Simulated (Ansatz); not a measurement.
`[SiH3][O][Ge][Cl]` + H₂O → `[OH][Ge][Cl]` + `O[SiH3]` at 600 K and 1 bar (formal hydrolysis of a Ge–O bond).

Computed with Ansatz on PBE0-D4/def2-TZVP structures; ΔE is electronic, products minus reactants. CCSD(T)/CBS is the MP2 limit (def2-TZVPP, def2-QZVPP) plus CCSD(T) − MP2 in def2-TZVPP, frozen cores. This one scheme is used for every species. For Ge outer-core shells are correlated without core-valence functions, which leaves a few kJ/mol of doubt a bond. Scalar relativity is left out up to krypton. One conformer a species, not always the lowest.

| species | CCSD(T)/CBS energy (Eh) | H − E (kJ/mol) | S (J/(mol·K)) |
| --- | --- | --- | --- |
| `[SiH3][O][Ge][Cl]` | -2902.05095 | 132.0 | 425.9 |
| H₂O | -76.37941 | 76.8 | 212.8 |
| `[OH][Ge][Cl]` | -2611.73425 | 71.6 | 337.8 |
| `O[SiH3]` | -366.69042 | 135.7 | 307.9 |

H − E and S are ideal-gas, rigid-rotor, harmonic terms from PBE0-D4/def2-TZVP, for one conformer and one mirror image of each species. 1 Eh = 2625.50 kJ/mol, R = 8.31446 J/(mol·K).

By hand: ΔE, ΔH, ΔS and ΔG.

ΔE = (-2611.73425) + (-366.69042) − (-2902.05095) − (-76.37941) = 0.00569 Eh = 14.9 kJ/mol. Δ(H − E) = 71.6 + 135.7 − 132.0 − 76.8 = -1.5, so ΔH = 13.4 kJ/mol. ΔS = 337.8 + 307.9 − 425.9 − 212.8 = 7.0 J/(mol·K). ΔG = 13.4 − 600 × (7.0)/1000 = 9.2 kJ/mol.

By hand: the equilibrium constant, and the temperature at which ΔG would vanish if ΔH and ΔS stayed fixed.

log₁₀ K = −ΔG/(RT ln 10) = -0.8. ΔG = 0 at ΔH/ΔS = 1914 K, though so small a ΔS makes that figure unsure.

The number of gas molecules stays the same, so ΔS is small and ΔH decides. A doubt of 5 kJ/mol in ΔE shifts log₁₀ K by 0.4 here. Other conformers and mirror images would add mixing entropy, several J/(mol·K) or more a flexible species. These are equilibria of isolated gas molecules and say nothing of rates. Largest T1 diagnostic: 0.014 (customary marks: 0.02 for closed shells, 0.045 for open ones).
